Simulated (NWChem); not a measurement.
System: FeBrF, quintet; SMILES [F][Fe][Br]

Excerpt of the output:

```
             Northwest Computational Chemistry Package (NWChem) 7.3.0
             --------------------------------------------------------

 ORDER OF PRIMARY AXIS IS BEING SET TO 4
 C4V symmetry detected

                             Geometry "geometry" -> ""
                             -------------------------

 Output coordinates in angstroms (scale by  1.889725989 to convert to a.u.)

  No.       Tag          Charge          X              Y              Z
 ---- ---------------- ---------- -------------- -------------- --------------
    1 Fe                  26.0000     0.00000000     0.00000000     0.91537492
    2 F                    9.0000     0.00000000     0.00000000     2.65518617
    3 Br                  35.0000     0.00000000     0.00000000    -1.36275495

 Effective nuclear repulsion energy (a.u.)     324.0396559942

      Symmetry information
      --------------------

 Group name             C4v
 Group number             18
 Group order               8
 No. of unique centers     3

                                 NWChem DFT Module
                                 -----------------

 Summary of "ao basis" -> "ao basis" (spherical)
 ------------------------------------------------------------------------------
       Tag                 Description            Shells   Functions and Types
 ---------------- ------------------------------  ------  ---------------------
 Fe                         def2-svp                11       31   5s3p2d1f
 F                          def2-svp                 6       14   3s2p1d
 Br                         def2-svp                12       32   5s4p3d

      Symmetry analysis of basis
      --------------------------

        a1         29
        a2          0
        b1          7
        b2          7
        e          34

            General Information
            -------------------
          SCF calculation type: DFT
          Wavefunction type:  spin polarized.
          No. of atoms     :     3
          No. of electrons :    70
           Alpha electrons :    37
            Beta electrons :    33
          Charge           :     0
          Spin multiplicity:     5
          Use of symmetry is: on ; symmetry adaption is: on
          Maximum number of iterations: 150
          AO basis - number of functions:    77
                     number of shells:    29
          Convergence on energy requested:  1.00D-06
          Convergence on density requested:  1.00D-05
          Convergence on gradient requested:  5.00D-04

              XC Information
              --------------
                   Becke 97-2 Method XC Functional
                     Hartree-Fock (Exact) Exchange  0.210
                 Becke 1997-2  Exchange Functional  1.000
                Becke 1997-2 Correlation Potential  1.000

             Grid Information
             ----------------
          Grid used for XC integration:  medium
          Radial quadrature: Mura-Knowles
          Angular quadrature: Lebedev.
          Tag              B.-S. Rad. Rad. Pts. Rad. Cut. Ang. Pts.
          ---              ---------- --------- --------- ---------
          Fe                  1.40      112           8.0       590
          F                   0.50       49          10.0       434
          Br                  1.15      112          10.0       590
          Grid pruning is: on
          Number of quadrature shells:   273
          Spatial weights used:  Erf1

      Superposition of Atomic Density Guess
      -------------------------------------

 Sum of atomic energies:       -3933.50163455

      Non-variational initial energy
      ------------------------------

 Total energy =   -3932.707189
 1-e energy   =   -6111.648250
 2-e energy   =    1854.901405
 HOMO         =      -0.268293
 LUMO         =      -0.254849

   Symmetry analysis of molecular orbitals - initial alpha
   -------------------------------------------------------

 !! scf_movecs_sym_adapt:   14 vectors were symmetry contaminated

  Symmetry fudging

 !! scf_movecs_sym_adapt:   10 vectors were symmetry contaminated

  Numbering of irreducible representations:

     1 a1          2 a2          3 b1          4 b2          5 e

  Orbital symmetries:

     1 a1          2 a1          3 a1          4 a1          5 e
     6 e           7 a1          8 a1          9 e          10 e
    11 a1         12 a1         13 a1         14 e          15 e
    16 a1         17 a1         18 e          19 e          20 b1
    21 b2         22 a1         23 e          24 e          25 a1
    26 a1         27 a1         28 e          29 e          30 a1
    31 e          32 e          33 b1         34 b2         35 a1
    36 e          37 e          38 a1         39 e          40 e
    41 a1         42 a1         43 a1         44 e          45 e
    46 b1         47 b2

   Symmetry analysis of molecular orbitals - initial beta
   ------------------------------------------------------

 !! scf_movecs_sym_adapt:   14 vectors were symmetry contaminated

  Symmetry fudging

 !! scf_movecs_sym_adapt:   10 vectors were symmetry contaminated

  Numbering of irreducible representations:

     1 a1          2 a2          3 b1          4 b2          5 e

  Orbital symmetries:

     1 a1          2 a1          3 a1          4 a1          5 e
     6 e           7 a1          8 a1          9 e          10 e
    11 a1         12 a1         13 a1         14 e          15 e
    16 a1         17 a1         18 e          19 e          20 b1
    21 b2         22 a1         23 e          24 e          25 a1
    26 a1         27 a1         28 e          29 e          30 a1
    31 e          32 e          33 b1         34 b2         35 a1
    36 e          37 e          38 a1         39 e          40 e
    41 a1         42 a1         43 a1         44 e          45 e
    46 b1         47 b2

[...]
```

Level: B97-2/def2-SVP, spin-unrestricted. Geometry: optimised at PBE-D3(BJ)/def2-SVP, spin-unrestricted. The spin multiplicity was typed, not searched, and may not be the lowest. No stability test was run on the SCF state.

Problem. Reconstruct the input file.

Solution. This is not unique; one that fits is the input that was run:
```
start job
memory heap 200 mb stack 900 mb global 1100 mb
geometry units angstroms noautoz
  Fe    -0.215228     0.770851     0.000000
  F     -0.558930     2.476375     0.000000
  Br     0.234848    -1.462377     0.000000
end
basis spherical
  * library def2-svp
end
dft
  odft
  mult 5
  xc becke97-2
  iterations 150
  mulliken
end
task dft energy
```
